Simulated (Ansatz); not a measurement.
Job for Ansatz (a quantum-chemistry and plane-wave program): R-BLYP/def2-TZVPP on CH8GeSi (SMILES C[SiH2][GeH3]), a point of a torsion scan.

Ansatz 0.2 input:
```yaml
crystal:
  periodic: [false, false, false]
  atoms:
    - {symbol: C, position_ang: [-1.59697850, 0.67559260, -0.12839156]}
    - {symbol: Si, position_ang: [-0.43844393, -0.80836671, 0.11062155]}
    - {symbol: Ge, position_ang: [1.78604939, -0.08855947, 0.01190925]}
    - {symbol: H, position_ang: [-2.64045845, 0.37836496, -0.08741588]}
    - {symbol: H, position_ang: [-1.43532916, 1.42449415, 0.64294125]}
    - {symbol: H, position_ang: [-1.42629479, 1.15272546, -1.09023122]}
    - {symbol: H, position_ang: [-0.70997314, -1.43637270, 1.40911833]}
    - {symbol: H, position_ang: [-0.69506031, -1.80295012, -0.93771027]}
    - {symbol: H, position_ang: [2.07869023, 1.21961796, 0.68963934]}
    - {symbol: H, position_ang: [2.79002306, -1.01414010, 0.63373512]}
    - {symbol: H, position_ang: [2.34539776, 0.12669741, -1.36479611]}
basis:
  gaussian:
    orbitals: def2-TZVPP
hamiltonian:
  xc: {name: BLYP}
scf: {lower_state_search: off}
```

The head of its log:

```
WARN ansatz: RAYON_NUM_THREADS=1 ignored (pool sized by the plan → 1); use --threads N
Functional definition: BLYP
these checks for a lower state are left out or cut short: stability, starts, cluster_reference, orbital_swaps, neighbouring_geometries, increment
integrals: 0.16 GiB planned
1298 factors; their error is unknown
mean field: 1.05 GiB planned
mean field evaluation 1: about -65554.2012 eV, gradient 6.9e1 eV
mean field evaluation 2: about -65538.7224 eV, gradient 9.4e1 eV
```

Q: Give the final energy of this run.

A: -2409.4456 hartree.
